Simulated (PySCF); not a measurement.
Computed NMR parameters against published values

Molfile (atoms numbered from 1):
```
C12H16
     RDKit          3D

 28 29  0  0  0  0  0  0  0  0999 V2000
    3.5938    0.2106   -0.2183 C   0  0  0  0  0  0  0  0  0  0  0  0
    2.6656    1.0185   -0.8750 C   0  0  0  0  0  0  0  0  0  0  0  0
    1.3010    0.8171   -0.6839 C   0  0  0  0  0  0  0  0  0  0  0  0
    0.8325   -0.1944    0.1652 C   0  0  0  0  0  0  0  0  0  0  0  0
   -0.6462   -0.4139    0.3766 C   0  0  0  0  0  0  0  0  0  0  0  0
   -1.3211    0.7882    1.0493 C   0  0  0  0  0  0  0  0  0  0  0  0
   -2.8093    0.5490    1.2775 C   0  0  0  0  0  0  0  0  0  0  0  0
   -3.5235    0.1803   -0.0183 C   0  0  0  0  0  0  0  0  0  0  0  0
   -2.8630   -1.0168   -0.6930 C   0  0  0  0  0  0  0  0  0  0  0  0
   -1.3744   -0.7806   -0.9227 C   0  0  0  0  0  0  0  0  0  0  0  0
    1.7760   -0.9957    0.8166 C   0  0  0  0  0  0  0  0  0  0  0  0
    3.1437   -0.7984    0.6300 C   0  0  0  0  0  0  0  0  0  0  0  0
    4.6645    0.3683   -0.3681 H   0  0  0  0  0  0  0  0  0  0  0  0
    3.0080    1.8132   -1.5427 H   0  0  0  0  0  0  0  0  0  0  0  0
    0.5873    1.4601   -1.2063 H   0  0  0  0  0  0  0  0  0  0  0  0
   -0.7528   -1.2732    1.0639 H   0  0  0  0  0  0  0  0  0  0  0  0
   -1.1868    1.6795    0.4103 H   0  0  0  0  0  0  0  0  0  0  0  0
   -0.8116    1.0122    2.0004 H   0  0  0  0  0  0  0  0  0  0  0  0
   -2.9365   -0.2710    2.0076 H   0  0  0  0  0  0  0  0  0  0  0  0
   -3.2709    1.4407    1.7319 H   0  0  0  0  0  0  0  0  0  0  0  0
   -3.4949    1.0450   -0.7064 H   0  0  0  0  0  0  0  0  0  0  0  0
   -4.5887   -0.0263    0.1749 H   0  0  0  0  0  0  0  0  0  0  0  0
   -2.9943   -1.9105   -0.0561 H   0  0  0  0  0  0  0  0  0  0  0  0
   -3.3619   -1.2443   -1.6491 H   0  0  0  0  0  0  0  0  0  0  0  0
   -0.9029   -1.6703   -1.3704 H   0  0  0  0  0  0  0  0  0  0  0  0
   -1.2431    0.0384   -1.6525 H   0  0  0  0  0  0  0  0  0  0  0  0
    1.4289   -1.7902    1.4837 H   0  0  0  0  0  0  0  0  0  0  0  0
    3.8609   -1.4379    1.1507 H   0  0  0  0  0  0  0  0  0  0  0  0
  1  2  2  0
  2  3  1  0
  3  4  2  0
  4  5  1  0
  5  6  1  0
  6  7  1  0
  7  8  1  0
  8  9  1  0
  9 10  1  0
  4 11  1  0
 11 12  2  0
 12  1  1  0
 10  5  1  0
  1 13  1  0
  2 14  1  0
  3 15  1  0
  5 16  1  0
  6 17  1  0
  6 18  1  0
  7 19  1  0
  7 20  1  0
  8 21  1  0
  8 22  1  0
  9 23  1  0
  9 24  1  0
 10 25  1  0
 10 26  1  0
 11 27  1  0
 12 28  1  0
M  END
```

Published estimates (parent shift plus substituent increments) and measurements: δ 13C C2/C12 128.2; C3/C11 126.7; C1 125.7 ppm (estimated from measurements, as parent shift plus tabulated substituent increment; solution, not stated per compound (mostly CDCl3 or CCl4); Pretsch, Buehlmann, Badertscher, Structure Determination of Organic Compounds, 4th ed. (2009)).

PySCF calculation with geometry from PBE0-D3(BJ)/def2-SVP and GIAO CAM-B3LYP/pcSseg-1 shieldings; one computed conformer, no solvent, rapidly exchanging positions averaged, non-relativistic Hamiltonian.

Q: Set the calculated values beside the experiment.

A: 
Reference values: estimated from measurements, as parent shift plus tabulated substituent increment (solution, not stated per compound (mostly CDCl3 or CCl4); Pretsch, Buehlmann, Badertscher, Structure Determination of Organic Compounds, 4th ed. (2009)).
```tsv
atoms	quantity	reference	computed
C2/C12	δ 13C	128.2	137.6
C3/C11	δ 13C	126.7	136.3
C1	δ 13C	125.7	135.2
```

Computed shifts are σ(ref) − σ with the named reference compound (TMS for H and C) calculated as an isolated molecule at the same level.

Q: How far are the unscaled 13C shifts from the references?

A: Mean signed difference +9.50 ppm, mean absolute 9.50 ppm over 3 comparisons; the largest is +9.6 ppm at C3/C11 (aromatic CH).

3 of the 11 published NMR values on file for this molecule are compared.
